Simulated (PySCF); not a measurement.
These are B3LYP-D3(BJ)/def2-TZVP // PBE0-D4/def2-SVP in PySCF values and carry that method's errors. Gas-phase values, no solvent. One relaxed conformer stands for a flexible species; it need not be the lowest. B3LYP has the VWN-RPA correlation part, as in Gaussian. Excitations are Tamm–Dancoff values on a coarser integration grid. The basis has no diffuse functions, so Rydberg states are missing or too high.

Reference species (SMILES): `B[C@]1(C=O)[C@H]2CC[C@@H]1CC2` (neutral, multiplicity 1).

The T1 excitation (TDA) is 3.51 eV. The S1–T1 gap (TDA) is 0.41 eV and the HOMO–LUMO gap is 4.99 eV.

Changed species: `B[C@@]1(C=O)C[C@@H]2CC[C@H]1C2`.

Predict the effect on the T1 excitation (TDA), S1–T1 gap (TDA) and HOMO–LUMO gap.

the T1 excitation (TDA) goes up by 0.30 eV, to 3.81 eV; the S1–T1 gap (TDA) increases by 0.04 eV, to 0.45 eV; the HOMO–LUMO gap rises by 0.33 eV, to 5.32 eV.
